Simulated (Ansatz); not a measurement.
System: BNH2, charge 1, doublet. BNH2+ (parent SMILES B=N, doublet).
B3LYP-D3(BJ)/def2-TZVP minimum from Ansatz (a program for electronic structure):
```xyz
4

B      0.0000     0.0000    -0.7348
N      0.0000     0.0000     0.5701
H      0.0000     0.0000    -1.9032
H      0.0000     0.0000     1.5866
```
Charge +1, spin multiplicity 2.

Total energies in cc-pVTZ, 9 correlated electrons, 2 frozen orbitals. Radicals and triplets start from unrestricted determinants; spin-orbit coupling is neglected. Correlated methods leave the cores frozen. No relativity. The spin of H2BN+ (parent SMILES B=N, doublet) was assumed, and the state is the lowest solution found for it.

```tsv
method	program	energy (Eh)	minus CCSDT(Q) (mEh)
HF	Ansatz	-79.97937	267.49
MP2	Ansatz	-80.21316	33.70
CCSD	Ansatz	-80.23671	10.15
CCSD(T)	Ansatz	-80.24566	1.20
CCSDT(Q)	Ansatz	-80.24686	0.00
```

Rough core times of Ansatz's runs on a shared machine: CCSD(T) under 20 s, CCSDT(Q) 2 min.
